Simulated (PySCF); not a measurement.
PySCF job for Nb(S)(F)(Me)2 (C2H6FNbS), SMILES [Nb](=[S])([CH3])([F])[CH3], multiplicity 1, PBE-D3(BJ)/def2-SVP. The structure is a stationary point at PBE-D3(BJ)/def2-SVP. The multiplicity is an assumed one; other spin states were not compared. The def2 effective core potentials stand for the cores of Nb; spin–orbit coupling is left out.

```python
import numpy as np
from pyscf import gto, scf, dft, df
from pyscf.hessian import thermo

mol = gto.M(
    atom='''
    Nb   -0.19760505    0.08512081    0.00000000
    S     1.95281846   -0.08442204   -0.00000001
    F    -0.78128374    1.86786846    0.00000004
    C    -0.85291989   -0.98343221   -1.72958941
    H    -0.56229203   -2.05206340   -1.62049401
    H    -1.96327232   -0.91307851   -1.79302171
    H    -0.41278380   -0.60927287   -2.67732481
    C    -0.85291986   -0.98343226    1.72958937
    H    -0.41278376   -0.60927296    2.67732479
    H    -1.96327229   -0.91307858    1.79302171
    H    -0.56229200   -2.05206345    1.62049394
    ''',
    basis='def2-SVP',
    ecp={'Nb': 'def2-svp'},
    charge=0,
    spin=0,
    max_memory=1600,
    verbose=3,
)
mf = dft.RKS(mol, xc='pbe').density_fit(auxbasis='def2-universal-jkfit')
mf.disp = 'd3bj'
mf.grids.level = 3
mf.conv_tol = 1e-11
mf.max_cycle = 100
mf.kernel()

# [left out here: the lines that compute and print the analytic Hessian (its translational invariance restored by hand, since the grid's response is missing), thermochemistry and intensities]
```

It prints:

```
converged SCF energy = -634.352844806478

WARN: DFTD3 does not support analytical Hessian, using finite difference


WARN: Mole.unit (angstrom) is changed to Bohr

Mode                                 0                   1                   2
Irrep
Freq [cm^-1]                       87.5471            111.4318            145.2989
Reduced mass [au]                   1.0745              1.0367              2.4459
Force const [Dyne/A]                0.0049              0.0076              0.0304
Char temp [K]                     125.9608            160.3255            209.0527
Normal mode                   x     y     z       x     y     z       x     y     z
       0  Nb                -0.00  0.00  0.01   -0.00  0.01 -0.00   -0.00 -0.03 -0.00
       1   S                -0.00 -0.00  0.01   -0.00  0.01  0.00   -0.00  0.01  0.00
       2   F                 0.00  0.00 -0.05   -0.00  0.01 -0.00   -0.02 -0.04  0.00
       3   C                 0.00  0.00  0.00    0.01 -0.02  0.01    0.03  0.10 -0.10
       4   H                 0.31  0.06 -0.28   -0.30 -0.08  0.28   -0.08  0.06 -0.19
       5   H                -0.03 -0.27  0.21    0.04  0.25 -0.20    0.04  0.21 -0.20
       6   H                -0.26  0.33  0.00    0.29 -0.34  0.02    0.15  0.17 -0.02
       7   C                -0.00 -0.00  0.00    0.01 -0.02 -0.01    0.03  0.10  0.10
       8   H                 0.26 -0.33  0.00    0.29 -0.34 -0.02    0.15  0.17  0.02
       9   H                 0.03  0.27  0.21    0.04  0.25  0.20    0.04  0.21  0.20
      10   H                -0.31 -0.06 -0.28   -0.30 -0.08 -0.28   -0.08  0.06  0.19
Mode                                 3                   4                   5
Irrep
Freq [cm^-1]                      150.4331            158.4731            160.6849
Reduced mass [au]                   3.7814              3.3050              4.4174
Force const [Dyne/A]                0.0504              0.0489              0.0672
Char temp [K]                     216.4398            228.0075            231.1898
Normal mode                   x     y     z       x     y     z       x     y     z
       0  Nb                -0.00  0.00 -0.03   -0.03  0.02 -0.00    0.00 -0.00 -0.04
       1   S                -0.00 -0.00 -0.00   -0.05 -0.06  0.00    0.00  0.00  0.10
       2   F                 0.00  0.00  0.16    0.02  0.04 -0.00   -0.00 -0.00  0.01
       3   C                 0.04 -0.09  0.00    0.12 -0.03 -0.03   -0.11 -0.00 -0.00
       4   H                 0.19 -0.04  0.05    0.22  0.00 -0.00   -0.15 -0.01 -0.04
       5   H                 0.02 -0.24  0.03    0.12 -0.14 -0.13   -0.12  0.05  0.10
       6   H                -0.05 -0.09 -0.04    0.17  0.01  0.01   -0.20 -0.02 -0.05
       7   C                -0.04  0.09  0.00    0.12 -0.03  0.03    0.11  0.00 -0.00
       8   H                 0.05  0.09 -0.04    0.17  0.01 -0.01    0.20  0.02 -0.05
       9   H                -0.02  0.24  0.03    0.12 -0.14  0.13    0.12 -0.05  0.10
      10   H                -0.19  0.04  0.05    0.22  0.00  0.00    0.15  0.01 -0.04
Mode                                 6                   7                   8
Irrep
Freq [cm^-1]                      172.9503            413.6928            499.1506
Reduced mass [au]                  19.5529              1.2958              1.3223
Force const [Dyne/A]                0.3446              0.1307              0.1941
Char temp [K]                     248.8369            595.2119            718.1665
Normal mode                   x     y     z       x     y     z       x     y     z
       0  Nb                 0.02  0.03  0.00   -0.00  0.00 -0.01    0.00  0.01 -0.00
       1   S                 0.02 -0.09 -0.00    0.00  0.00  0.00    0.01  0.00 -0.00
       2   F                -0.17 -0.03 -0.00   -0.00  0.00 -0.02   -0.01  0.04  0.00
       3   C                 0.01  0.02  0.02    0.03  0.09  0.01   -0.01 -0.08  0.05
       4   H                -0.01  0.02  0.02    0.17  0.16  0.39   -0.15 -0.15 -0.36
       5   H                 0.01  0.05  0.03    0.00 -0.07  0.22    0.01  0.12 -0.10
       6   H                 0.01  0.02  0.02   -0.17 -0.22 -0.19    0.16  0.28  0.26
       7   C                 0.01  0.02 -0.02   -0.03 -0.09  0.01   -0.01 -0.08 -0.05
       8   H                 0.01  0.02 -0.02    0.17  0.22 -0.19    0.16  0.28 -0.26
       9   H                 0.01  0.05 -0.03   -0.00  0.07  0.22    0.01  0.12  0.10
      10   H                -0.01  0.02 -0.02   -0.17 -0.16  0.39   -0.15 -0.15  0.36
Mode                                 9                  10                  11
Irrep
Freq [cm^-1]                      517.6410            534.3805            535.9025
Reduced mass [au]                   2.6490              3.0936              1.6722
Force const [Dyne/A]                0.4182              0.5205              0.2829
Char temp [K]                     744.7702            768.8545            771.0444
[...]
       8   H                 0.22  0.19 -0.27    0.15  0.06 -0.13   -0.03  0.02  0.01
       9   H                -0.01 -0.09  0.19   -0.05 -0.19  0.28    0.02  0.07 -0.05
      10   H                 0.16  0.10 -0.12    0.13  0.06 -0.07   -0.06 -0.05  0.08
Mode                                15                  16                  17
Irrep
Freq [cm^-1]                     1113.2523           1120.9436           1323.5909
Reduced mass [au]                   1.2800              1.2636              1.0643
Force const [Dyne/A]                0.9347              0.9354              1.0986
Char temp [K]                    1601.7222           1612.7883           1904.3526
Normal mode                   x     y     z       x     y     z       x     y     z
       0  Nb                -0.00 -0.00  0.00   -0.00 -0.00 -0.00   -0.00 -0.00  0.00
       1   S                 0.00 -0.00  0.00    0.00 -0.00  0.00    0.00  0.00 -0.00
       2   F                -0.00  0.00  0.00   -0.00  0.00 -0.00    0.00  0.00 -0.00
       3   C                -0.03 -0.05 -0.08    0.03  0.05  0.08   -0.02 -0.03  0.03
       4   H                 0.15  0.05  0.32   -0.15 -0.05 -0.32    0.42  0.08 -0.11
       5   H                -0.02  0.21  0.28    0.02 -0.21 -0.29    0.02  0.44 -0.18
       6   H                 0.18  0.27  0.16   -0.17 -0.27 -0.16   -0.14 -0.14 -0.08
       7   C                 0.03  0.05 -0.08    0.03  0.05 -0.08    0.02  0.03  0.03
       8   H                -0.18 -0.27  0.16   -0.17 -0.27  0.16    0.14  0.14 -0.08
       9   H                 0.02 -0.21  0.28    0.02 -0.21  0.29   -0.02 -0.44 -0.18
      10   H                -0.15 -0.05  0.32   -0.15 -0.05  0.32   -0.42 -0.08 -0.11
Mode                                18                  19                  20
Irrep
Freq [cm^-1]                     1333.3980           1336.7279           1343.3384
Reduced mass [au]                   1.0616              1.0602              1.0575
Force const [Dyne/A]                1.1121              1.1162              1.1243
Char temp [K]                    1918.4628           1923.2538           1932.7649
Normal mode                   x     y     z       x     y     z       x     y     z
       0  Nb                 0.00  0.00  0.00    0.00  0.00  0.00    0.00 -0.00 -0.00
       1   S                -0.00 -0.00  0.00   -0.00 -0.00 -0.00   -0.00  0.00 -0.00
       2   F                -0.00 -0.00 -0.00   -0.00 -0.00  0.00   -0.00  0.00  0.00
       3   C                 0.02  0.03 -0.03   -0.04  0.03 -0.01    0.04 -0.02  0.00
       4   H                -0.41 -0.08  0.08    0.15  0.04 -0.29   -0.18 -0.05  0.30
       5   H                -0.03 -0.44  0.21   -0.05 -0.06  0.31    0.05  0.02 -0.30
       6   H                 0.17  0.11  0.08    0.39 -0.33  0.05   -0.37  0.34 -0.04
       7   C                 0.02  0.03  0.03    0.04 -0.03 -0.01    0.04 -0.02 -0.00
       8   H                 0.17  0.11 -0.08   -0.39  0.33  0.05   -0.37  0.34  0.04
       9   H                -0.03 -0.44 -0.21    0.05  0.06  0.31    0.05  0.02  0.30
      10   H                -0.41 -0.08 -0.08   -0.15 -0.04 -0.29   -0.18 -0.05 -0.30
Mode                                21                  22                  23
Irrep
Freq [cm^-1]                     2934.1519           2936.4095           3035.9777
Reduced mass [au]                   1.0340              1.0343              1.1009
Force const [Dyne/A]                5.2451              5.2546              5.9787
Char temp [K]                    4221.5913           4224.8394           4368.0960
Normal mode                   x     y     z       x     y     z       x     y     z
       0  Nb                 0.00 -0.00 -0.00   -0.00 -0.00 -0.00    0.00 -0.00  0.00
       1   S                -0.00 -0.00 -0.00    0.00  0.00  0.00   -0.00 -0.00  0.00
       2   F                -0.00  0.00 -0.00    0.00  0.00 -0.00   -0.00  0.00  0.00
       3   C                 0.02  0.02  0.02   -0.02 -0.02 -0.02    0.05 -0.04 -0.00
       4   H                 0.11 -0.37  0.05   -0.11  0.36 -0.05   -0.12  0.48 -0.05
       5   H                -0.49  0.04 -0.02    0.49 -0.04  0.02   -0.44  0.02 -0.03
       6   H                 0.13  0.11 -0.25   -0.13 -0.11  0.25   -0.03 -0.04  0.08
       7   C                -0.02 -0.02  0.02   -0.02 -0.02  0.02   -0.05  0.04 -0.00
       8   H                -0.13 -0.11 -0.25   -0.13 -0.11 -0.25    0.03  0.04  0.08
       9   H                 0.49 -0.04 -0.02    0.49 -0.04 -0.02    0.44 -0.02 -0.03
      10   H                -0.11  0.37  0.05   -0.11  0.36  0.05    0.12 -0.48 -0.05
Mode                                24                  25                  26
Irrep
Freq [cm^-1]                     3038.4787           3064.0033           3064.0296
Reduced mass [au]                   1.1006              1.0995              1.0991
Force const [Dyne/A]                5.9866              6.0816              6.0798
Char temp [K]                    4371.6944           4408.4185           4408.4565
Normal mode                   x     y     z       x     y     z       x     y     z
       0  Nb                 0.00 -0.00 -0.00   -0.00 -0.00  0.00   -0.00 -0.00 -0.00
       1   S                -0.00  0.00  0.00   -0.00  0.00 -0.00   -0.00  0.00  0.00
       2   F                -0.00  0.00 -0.00    0.00  0.00 -0.00    0.00  0.00  0.00
       3   C                 0.05 -0.04 -0.00   -0.03 -0.03  0.04   -0.02 -0.04  0.04
       4   H                -0.12  0.47 -0.05   -0.07  0.24 -0.01   -0.08  0.26 -0.02
       5   H                -0.44  0.02 -0.03    0.16 -0.02  0.02    0.14 -0.02  0.02
       6   H                -0.04 -0.05  0.10    0.24  0.20 -0.52    0.24  0.20 -0.51
       7   C                 0.05 -0.04  0.00    0.03  0.03  0.04   -0.02 -0.04 -0.04
       8   H                -0.04 -0.05 -0.10   -0.24 -0.20 -0.51    0.24  0.20  0.51
       9   H                -0.44  0.02  0.03   -0.16  0.02  0.02    0.14 -0.02 -0.02
      10   H                -0.12  0.47  0.05    0.07 -0.24 -0.01   -0.08  0.26  0.02
temperature 298.1500 [K]
pressure 101325.00 [Pa]
Rotational constants [GHz] 2.55464 1.92316 1.91114
Symmetry number 1
Zero-point energy (ZPE) 0.07059 [Eh]   185344.890 [J/mol]
                           tot       elec      trans        rot        vib
Entropy [J/mol/K]       393.310      0.000    173.090    116.852    103.368
Cv [J/mol/K]            123.952      0.000     12.472     12.472     99.009
Cp [J/mol/K]            132.267      0.000     20.786     12.472     99.009
Internal energy [J/mol]                      3718.434   3718.434 201880.162
Internal energy [Eh]   -634.27312  -634.35284
Enthalpy [J/mol]                             6197.391   3718.434 201880.162
Enthalpy [Eh]          -634.27218
Gibbs free energy [J/mol]                  -45409.528 -31120.912 171060.973
Gibbs free energy [Eh] -634.31684
mode   freq/cm-1   IR/(km/mol)
   1       87.55         0.032
   2      111.43         0.372
   3      145.30         0.030
   4      150.43         2.253
   5      158.47         0.790
   6      160.68         0.469
   7      172.95         1.464
   8      413.69         1.491
   9      499.15         9.906
  10      517.64         2.702
  11      534.38        30.048
  12      535.90        44.843
  13      568.80        31.778
  14      591.53        51.985
  15      695.03       122.828
  16     1113.25         9.749
  17     1120.94        10.613
  18     1323.59        17.436
  19     1333.40         7.285
  20     1336.73         0.564
  21     1343.34        19.817
  22     2934.15         6.755
  23     2936.41         1.915
  24     3035.98         1.456
  25     3038.48         3.756
  26     3064.00         0.535
  27     3064.03         0.198
max |gradient| / (hartree/bohr): 0.00017375427313421108
APT charges: [ 1.5832e+00 -4.6510e-01 -5.4420e-01 -3.6600e-01  2.8200e-02 -3.0000e-04
  5.1100e-02 -3.6600e-01  5.1100e-02 -3.0000e-04  2.8200e-02]
```

The run converged.

Cost: very roughly 2.4 core-minutes.
